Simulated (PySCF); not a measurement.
CH5N2, SMILES NC=[NH2+], charge +1. Geometry optimised at PBE0-D3(BJ)/def2-TZVP. Other conformers were not sampled.

The numbers are results of PBE0-D3(BJ)/def2-TZVP (PySCF), not measurements.

Harmonic wavenumbers (cm⁻¹): 520, 550, 610, 635, 728, 1038, 1087, 1137, 1387, 1425, 1616, 1694, 1795, 3217, 3568, 3584, 3688, 3689. Rotational constants (GHz): 60.20, 10.34, 8.823; symmetry number 2.

Q: Work out the zero-point energy and the ideal-gas rigid-rotor harmonic-oscillator thermochemistry at 298.15 K and 1 atm.

A: ZPE = ½ Σ hcν = ½ × 31968 cm⁻¹ = 45.70 kcal/mol. H − E(el) = 48.63 kcal/mol. Entropy in cal/(mol K): translation 37.34, rotation 20.22, vibration 2.51, total 60.07. G − E(el) = 30.73 kcal/mol. Cp = 14.24 cal/(mol K).
